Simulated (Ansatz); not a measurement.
AlBH5NO, SMILES `OB[NH][AlH2]`. Charge 0, multiplicity 1.

```xyz
9

O     0.182   -1.370   -1.330
B    -0.047   -1.340    0.014
N    -0.135   -0.128    0.764
Al    0.021    1.554    0.178
H     0.280   -0.502   -1.735
H    -0.174   -2.404    0.553
H    -0.308   -0.280    1.748
H    -0.112    2.761    1.186
H     0.292    1.711   -1.378
```

Problem. List the harmonic frequencies (cm⁻¹, unscaled) at PBE0-D4/def2-TZVP in Ansatz. (Estimate.)

Solution. Computed: 154, 167, 229, 466, 582, 588, 644, 684, 715, 794, 926, 1015, 1044, 1158, 1302, 1408, 1922, 1959, 2608, 3606, 3825.

Problem. Is this a minimum?

Solution. Yes, all 21 modes are real.

Problem. Give the ideal-gas thermochemistry at 298.15 K and 1 bar (rigid rotor, harmonic oscillator; point group Cs, symmetry number 1).

Solution. Zero-point energy 154.3 kJ/mol; H(298) − E = 172.0 kJ/mol; entropy 310.9 J/(mol·K), of which translation 162.3, rotation 105.5, vibration 43.0; G(298) − E = 79.3 kJ/mol.
